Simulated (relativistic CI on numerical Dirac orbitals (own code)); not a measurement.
# Hyperfine structure of Os55+, mass number 187

Calculated at this level of theory: Dirac-Coulomb-Breit CI, orbitals from a KLI potential per configuration, QED by a radiative potential, unscaled Slater integrals (own radial code, finite nucleus).

CI space (outside the closed core [Ne]): 3s2 3p6 3d3, 3s2 3p5 3d4, 3s 3p6 3d4, 3s2 3p6 3d2 4s, 3s2 3p6 3d2 4p, 3s2 3p6 3d2 4d, 3s2 3p5 3d3 4s, 3s2 3p6 3d2 4f, 3s2 3p5 3d3 4p, 3s 3p6 3d3 4s, 3p6 3d4 4p, 3p6 3d5, 3p5 3d6, 3p5 3d5 4s, 3p6 3d4 4s, 3p5 3d4 4s2, 3s2 3p6 3d 4s2, 3s2 3p6 4s2 4p, 3s2 3p6 4s2 4d. Double excitations out of closed p, d and f shells are left out; levels of such configurations are missing from the list, as are those of other unlisted configurations, and high levels can miss mixing partners. These lack a partner that the ground configuration has and come out too high: 3s2 3p5 3d3 4p.

Nuclear spin I = 1/2, μ = 0.06442 μN (tables of Stone and Pyykkö). The electronic factors are computed for point nuclear moments, without core polarisation or the Bohr-Weisskopf and QED corrections.

```tsv
Level	E (eV)	A (MHz)
3s2 3p6 3d3 4F_5/2	74.649	8885
3s2 3p6 3d3 4P_1/2	87.238	-5805
3s2 3p6 3d3 4F_7/2	158.634	7211
3s2 3p6 3d3 2P_1/2	172.658	-2593
3s2 3p6 3d3 2H_11/2	173.432	8547
```

Levels with J = 0, under 50 % of one LS term, or S terms without an open s electron are left out. Small factors come from cancelling terms and can be off by tens of per cent or more.

At this charge energies of transitions that change n are usually good to better than 1 %, and those within a shell (Δn = 0) to a few per cent.

(1) Give the hyperfine levels of 3s2 3p6 3d3 4F_5/2 relative to its centre of gravity.

Results:

(1) With K = F(F + 1) − I(I + 1) − J(J + 1), E = AK/2: F = 2: -15550, F = 3: 11110 MHz.

LS names give the leading component of a level, which can be under half, so a name can repeat, a term be missing and a line seem to break the LS rules.
